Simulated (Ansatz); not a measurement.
Question: Name a neutral molecule of C, Ge, Si and H with HOMO–LUMO gap (ωB97M-V/def2-TZVPP) between 10.05 and 10.35 eV and LUMO energy (PBE/def2-TZVPP) between -0.75 and -0.45 eV (Ansatz, PBE0-D4/def2-TZVP geometry).

Answer: `C[SiH]1[CH2][GeH2]1` (10.17 eV, -0.74 eV). Other molecules can fit too; these were computed, each in one conformer that needn't be the lowest.
